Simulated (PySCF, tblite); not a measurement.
One entry of a table of gas-phase calculations, keyed by method. Lists by class give the value and the number of equivalent atoms.

```json
{
 "formula": "C4H7FN2",
 "smiles": "CN1C[C@H](F)C=N1",
 "charge": 0,
 "multiplicity": 1,
 "geometry_level": "GFN2-xTB",
 "atoms_angstrom": [
  ["C", 1.984, -0.046, 0.428],
  ["N", 0.581, -0.343, 0.365],
  ["C", -0.13, -0.254, -0.914],
  ["C", -1.576, 0.031, -0.491],
  ["F", -2.076, 1.168, -1.106],
  ["C", -1.399, 0.228, 0.997],
  ["N", -0.196, 0.055, 1.377],
  ["H", 2.213, 0.958, 0.051],
  ["H", 2.292, -0.112, 1.469],
  ["H", 2.535, -0.78, -0.161],
  ["H", -0.02, -1.189, -1.465],
  ["H", 0.255, 0.574, -1.522],
  ["H", -2.28, -0.77, -0.743],
  ["H", -2.186, 0.48, 1.677]
 ],
 "electronic_structure_code": "PySCF",
 "results": {
  "GFN2-xTB geometry": {
   "point_group": "C1",
   "rotational_constants_GHz": [5.775, 2.066, 1.705]
  },
  "wB97X-D/def2-SVPD ground state and vertical TDDFT (core frozen in the response)": {
   "dipole_D": 2.05,
   "homo_eV": -8.07,
   "lumo_eV": 1.54,
   "S1_eV": 5.25,
   "strongest_line_of_8_singlets_eV": 5.25,
   "T1_tda_eV": 3.5,
   "polarisability_au": 63.3,
   "r2_bohr2_about_centre_of_nuclear_charge": 724.1,
   "singlets_eV_and_f": [
    [5.25, 0.17],
    [6.15, 0.012],
    [6.3, 0.026],
    [7.13, 0.003],
    [7.53, 0.007],
    [7.65, 0.016],
    [8.07, 0.057],
    [8.23, 0.005]
   ],
   "triplets_tda_eV": [3.5, 5.2, 6.26]
  },
  "PBE0/pcSseg-1 ground state and GIAO shieldings, non-relativistic": {
   "shift_vs_computed_TMS_C_by_class_ppm": [
    [132.6, 1],
    [99.9, 1],
    [60.8, 1],
    [41.9, 1]
   ],
   "shift_vs_computed_TMS_H_by_class_ppm": [
    [6.44, 1],
    [6.08, 1],
    [3.74, 1],
    [3.14, 3],
    [2.96, 1]
   ],
   "shielding_other_nuclei_by_class_ppm": [
    ["N", -142.4, 1],
    ["N", 124.7, 1],
    ["F", 351.4, 1]
   ],
   "charges_hirshfeld_e_by_atom": [-0.07, -0.02, -0.03, 0.06, -0.13, -0.03, -0.1, 0.04, 0.05, 0.05, 0.05, 0.05, 0.04, 0.06]
  },
  "B3LYP/pcJ-1 indirect spin-spin coupling, non-relativistic, gas phase; spin–dipole term left out for some pairs": {
   "largest_one_bond_couplings_by_class_Hz": [
    ["19F–13C", -239.9, 1],
    ["13C–1H", 205.4, 1],
    ["13C–1H", 164.7, 1],
    ["13C–1H", 152.2, 1],
    ["13C–1H", 142.1, 1],
    ["13C–1H", 140.9, 3],
    ["13C–13C", 41.9, 1],
    ["13C–13C", 41.1, 1]
   ]
  },
  "GFN2-xTB harmonic vibrations, gas phase": {
   "strongest_ir_bands_cm-1_km_per_mol_modes": [
    [1067.3, 58.2, 1],
    [1280.3, 44.9, 1],
    [1352.7, 47.5, 1],
    [1642.8, 89.6, 1],
    [2904.7, 56.5, 1],
    [2924.4, 43.8, 1]
   ],
   "zpe_kcal_per_mol": 69.0
  }
 }
}
```

No computed singlet falls in the visible range (750 to 380 nm, 1.65 to 3.26 eV); S1 lies 1.99 eV above its blue end. A dipole of 2.05 D is allowed in C1, and pure rotational transitions are dipole-allowed. In wavenumbers S1 is 42300 cm⁻¹ (1 eV = 8065.54 cm⁻¹). In atomic units the dipole is 0.81 e·bohr (1 au = 2.5417 D).

Geometry: GFN2-xTB; no solvent or vibrations. NMR classes are plain means over equivalent atoms (diastereotopic ones count apart unless rotation or inversion swaps them), as if these changed places fast; in this geometry the members of some classes differ.

For the NMR shielding job (PBE0/pcSseg-1), on an Arm Neoverse V1 with one thread, on a shared host, this took 22 s (with the writing of density and orbital grids) and 0.79 GiB of memory at its peak.
